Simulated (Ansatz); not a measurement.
```xyz
2

Cu   -0.0420   -0.0203   -0.0312
H    -0.0469   -0.0052    1.4103
```

Basis set: cc-pVDZ (spherical functions). Frozen core: 5 orbitals. Charge 0, multiplicity 1.

Computed with Ansatz (development build ahead of 0.2.0); each method stands on the lowest determinant of its kind that the runs found. Restricted open shells among the atoms or ions are ROHF, correlated in semicanonical orbitals with singles.

The atomization energy at this shape (free ground-state atoms in the same class of orbitals less the molecule, no zero-point energy) of singlet CuH:

| method | atomization energy |
| --- | --- |
| RHF | 1.30 eV |

(1) What does RHF-MP2 give?

Answers

(1) 2.55 eV.
